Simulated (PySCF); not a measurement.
**Electron correlation in B (boron, neutral)**

[He] 2s1 2p1 3d1, one real determinant (an excited configuration). Computed with PySCF 2.14 in dyall-acv3z (15s9p4d2f, 76 functions), with no relativity, point nucleus. Frozen: nothing; 5 electrons correlated; the 5 highest virtual orbitals of each spin left out.

MP2 pair energies summed by pair of shells (mhartree):

| pair | energy | share (%) |
| --- | --- | --- |
| 1s-1s | -38.10 | 75.9 |
| 2s-2p | -3.27 | 6.5 |
| 1s-2s | -3.22 | 6.4 |
| 1s-2p | -2.31 | 4.6 |
| 2s-3d | -1.96 | 3.9 |
| 2p-3d | -1.29 | 2.6 |
| 1s-3d | -0.04 | 0.1 |

Total MP2 correlation energy: -50.19 mhartree.

Same-spin part -8.33 and opposite-spin part -41.86 mhartree; SCS-MP2 scales them by 1/3 and 6/5 to -53.01 mhartree.

The reference is one real determinant that mixes LS terms of this configuration.
